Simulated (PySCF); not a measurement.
## Electron correlation in Kr³⁺ (krypton, charge +3)

[Ar] 3d10 4s2 4p3, high-spin 4S determinant. Calculation: PySCF 2.14, in pcseg-2 (6s5p3d1f, 43 functions); the non-relativistic Hamiltonian (point nucleus). Frozen: [Ar] 3d10; 5 electrons correlated.

MP2 pair energies summed by pair of shells (mhartree):

```json
{"pair": "4s-4p", "energy": "-54.88", "share (%)": "67.3"}
{"pair": "4p-4p", "energy": "-18.34", "share (%)": "22.5"}
{"pair": "4s-4s", "energy": "-8.28", "share (%)": "10.2"}
```

Total MP2 correlation energy: -81.50 mhartree.

Same-spin part -21.18 and opposite-spin part -60.32 mhartree; SCS-MP2 scales them by 1/3 and 6/5 to -79.44 mhartree.

```tsv
level	correlation energy (mhartree)
CCSD	-97.31
(T)	-2.20
CCSD(T)	-99.51
```

Diagnostics: T1 = 0.0012, D1 = 0.0029, largest double amplitude 0.054.

Cost of the coupled-cluster step: 0.54 s of wall time on 1 thread of Neoverse-N1 (shared host), for 5 correlated electrons.

Iterations:

```
CC2 = 0
CCSD nocc = (np.int64(4), np.int64(1)), nmo = (29, 29)
frozen orbitals [[0, 1, 2, 3, 4, 5, 6, 7, 8, 9, 10, 11, 12, 13], [0, 1, 2, 3, 4, 5, 6, 7, 8, 9, 10, 11, 12, 13]]
max_cycle = 100
direct = 0
conv_tol = 1e-08
conv_tol_normt = 1e-06
diis_space = 8
diis_start_cycle = 0
Init t2, MP2 energy = -0.0814985671987013
Init E_corr(UCCSD) = -0.0814985671988175
cycle = 1  E_corr(UCCSD) = -0.0942457335547205  dE = -0.0127471664  norm(t1,t2) = 0.0304423
cycle = 2  E_corr(UCCSD) = -0.0965549579096102  dE = -0.00230922435  norm(t1,t2) = 0.00772664
cycle = 3  E_corr(UCCSD) = -0.0973236917948753  dE = -0.000768733885  norm(t1,t2) = 0.002474
cycle = 4  E_corr(UCCSD) = -0.0973074994310686  dE = 1.61923638e-05  norm(t1,t2) = 0.000257345
cycle = 5  E_corr(UCCSD) = -0.0973070583186962  dE = 4.41112372e-07  norm(t1,t2) = 1.76778e-05
cycle = 6  E_corr(UCCSD) = -0.0973069848784329  dE = 7.34402633e-08  norm(t1,t2) = 1.38795e-06
cycle = 7  E_corr(UCCSD) = -0.0973070096122877  dE = -2.47338548e-08  norm(t1,t2) = 2.3881e-07
cycle = 8  E_corr(UCCSD) = -0.0973070047392728  dE = 4.87301489e-09  norm(t1,t2) = 2.91817e-08
UCCSD converged
E(UCCSD) = -2749.524530050817  E_corr = -0.09730700473927281
UCCSD(T) correction = -0.00220116270569631
```
